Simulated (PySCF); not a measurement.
Vertical excitations of a molecule C2H6FNOSi from TDDFT-ωB97X/def2-SVPD run with PySCF, as energy in eV (oscillator strength): 7.12 (0.013), 7.32 (0.044), 7.77 (0.052), 7.98 (0.003), 8.21 (0.003), 8.26 (0.070), 8.47 (0.019), 8.50 (0.004), 8.76 (0.047), 8.80 (0.069). Lowest triplet (TDA): 6.68 eV. Geometry: ωB97X-D3(BJ)/def2-SVP. Other conformers were not sampled.

Question: Pick the molecule that these values belong to.
A) N[Si]1(F)COC1
B) C=CO[Si@@H](N)F
C) N[Si@@]1(F)CCO1
D) O[Si]1(F)CNC1

Answer: A, N[Si]1(F)COC1
